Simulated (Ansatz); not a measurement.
Basis-set extrapolation for CH4BFO2, SMILES `OBOCF` (PBE0-D4/def2-TZVP geometry, frozen core, Ansatz 0.2.0). Multiplicity 1, RHF reference.

```csv
,def2-TZVPP,def2-QZVPP
HF,-314.284058,-314.298769
MP2 correlation,-0.987221,-1.067789
CCSD(T) correlation,-1.042908,not run
```

Energies in hartree. Use E(X) = E(∞) + A·exp(−7.88·√X) for Hartree–Fock and E(X) = E(∞) + B·X^(−2.97) for correlation, with X = 3 and 4, and add CCSD(T) minus MP2 of the smaller set to the MP2 limit.

Task: What is the CCSD(T) energy at the basis-set limit?

Result: HF limit: -314.298769 + (-0.014711) × 0.13774 = -314.30080. MP2 limit: -1.067789 + (-0.080568) × 0.74074 = -1.12747. Higher-order term: -1.042908 − (-0.987221) = -0.05569. Total: -315.48396 hartree, 4.27 eV below CCSD(T)/def2-TZVPP.
